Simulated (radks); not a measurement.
Values are calculated unless marked as measured or tabulated.
Question: Cl5+, 12 electrons, occupied as [Ne] 3s2. Level of theory: scalar-relativistic Kohn-Sham, LDA (Slater exchange, Perdew-Wang correlation), spin-unpolarised, spherical densities, finite nucleus; Fermi nuclear charge, rms radius 3.3654 fm (a radial shooting solver on a logarithmic mesh with Libxc functionals). Some entries of the table are withheld. Estimate them.

orbital  occ.  eigenvalue (eV)  <1/r> (bohr^-1)
1s          2              (1)            16.63
2s          2        -335.8638            3.316
2p          6        -276.2751            3.225
3s          2              (2)            1.072

Answer: 
(1) 1s eigenvalue (eV): -2830.500
(2) 3s eigenvalue (eV): -89.5463
